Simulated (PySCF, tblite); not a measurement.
Isomers of C5H13FSSi2, one GFN2-xTB conformer each. Single-point energies are computed at PBE0/pcSseg-1 (PySCF, gas phase, no added dispersion term), electronic only.

**Question.** Rank them by PBE0/pcSseg-1 energy, lowest first (kcal/mol).
A. `[CH3:1]/[CH:2]=[CH:3]\[C@H:4]([F:5])[SiH2:6][S:7][CH2:8][SiH3:9]` with C2–C3–C4–F5 -150°, C3–C4–Si6–S7 -62°, C4–Si6–S7–C8 82°, Si6–S7–C8–Si9 -173°
B. `[CH2:1]=[CH:2][SiH2:3][C@:4]([F:5])([CH2:6][SiH3:7])[S:8][CH3:9]` with C1–C2–Si3–C4 127°, C2–Si3–C4–F5 76°, Si3–C4–C6–Si7 -179°, Si3–C4–S8–C9 -64°
C. `[CH3:1][C@@H:2]1[SiH2:3][S:4][CH2:5][C@:6]1([F:7])[CH2:8][SiH3:9]` with C5–C6–C8–Si9 58°, C1–C2–Si3–S4 -151°, C2–Si3–S4–C5 -4°, Si3–S4–C5–C6 32°, S4–C5–C6–F7 -171°

**Answer.** C (0.0), A (28.0), B (45.4).

As drawn, the highest has a C=C bond outside aromatic rings, which the lowest lacks. GFN2-xTB itself gives, in the same order: 0.0, 33.3, 60.2. Both levels put the same isomer lowest; measured from each level's own lowest isomer, the values differ by up to 14.8 kcal/mol (C=C[SiH2][C@](F)(C[SiH3])SC: 60.2 against 45.4).

**Question.** Which frontier levels, dipoles and rotational constants go with these structures?

**Answer.** 
| SMILES | HOMO (eV, PBE0/pcSseg-1) | LUMO (eV) | dipole (D) | A, B, C (MHz) |
| --- | --- | --- | --- | --- |
| C[C@@H]1[SiH2]SC[C@]1(F)C[SiH3] | -6.96 | -0.11 | 1.88 | 1299, 798.4, 622.9 |
| C/C=C\[C@H](F)[SiH2]SC[SiH3] | -6.82 | -0.24 | 1.99 | 1392, 574.4, 457.0 |
| C=C[SiH2][C@](F)(C[SiH3])SC | -6.62 | -0.59 | 1.93 | 1162, 712.8, 511.8 |

**Question.** What happens when harmonic zero-point energies from GFN2-xTB frequencies are added?

**Answer.** 
| SMILES | ZPE (kcal/mol) | electronic (kcal/mol) | with ZPE (kcal/mol) |
| --- | --- | --- | --- |
| C[C@@H]1[SiH2]SC[C@]1(F)C[SiH3] | 101.8 | 0.0 | 0.0 |
| C/C=C\[C@H](F)[SiH2]SC[SiH3] | 99.0 | 28.0 | 25.3 |
| C=C[SiH2][C@](F)(C[SiH3])SC | 97.8 | 45.4 | 41.4 |

The zero-point energies span 4.0 kcal/mol. The order is unchanged.
